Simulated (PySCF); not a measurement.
## Co⁺: excitation energy

Co⁺ [Ar] 3d8 (3F) → Co⁺ [Ar] 3d7 4s1, s spin flipped, as a difference of total energies. Computed with PySCF 2.14 in aug-cc-pVTZ-DK (8s7p5d3f2g, 93 functions), with scalar relativity by spin-free X2C-1e. Correlated levels: valence: [Ar] frozen. The calculations carry no spin-orbit coupling.

| method | excitation energy (eV) |
| --- | --- |
| UHF | -0.894 |
| MP2 (valence) | 1.133 |
| SCS-MP2 (valence) | 1.036 |

Problem. How much does correlation contribute at MP2 (valence)?

Solution. 1.133 − (-0.894) = 2.027 eV, measured against UHF.

The upper determinant mixes two multiplicities, so it lies between the two terms.
